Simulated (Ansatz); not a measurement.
Z-matrix (Å, degrees):
```
Ti
O 1 1.785
O 1 1.782 2 112.3
O 1 1.791 2 111.5 3 -124.3
Se 1 2.451 2 104.2 3 116.3
H 2 0.958 1 132.5 3 -17.2
H 3 0.957 1 136.3 2 101.2
H 4 0.958 1 130.8 2 138.1
H 5 1.472 1 91.1 2 166.3
```

Total charge 0; spin multiplicity 1.

Problem. List the PBE0/def2-TZVPP orbital energies in eV (the Gaussian-basis code of Ansatz). (Estimate.)

Solution. The calculation gave: Occupied: -12361.01, -4875.51, -1583.82, -1420.85, -1420.80, -1420.79, -545.97, -523.06, -522.96, -522.83, -455.62, -455.60, -455.60, -214.23, -157.81, -157.67, -157.60, -67.16, -57.80, -57.75, -57.70, -57.58, -57.58, -42.80, -42.72, -42.49, -27.61, -27.39, -27.26, -18.80, -14.38, -14.16, -14.03, -10.76, -10.70, -10.28, -10.26, -9.81, -9.66, -9.35, -8.04, -6.86. Lowest empty: -1.87, -1.68, -1.11, -0.69, -0.41, -0.21, 0.98, 1.28.
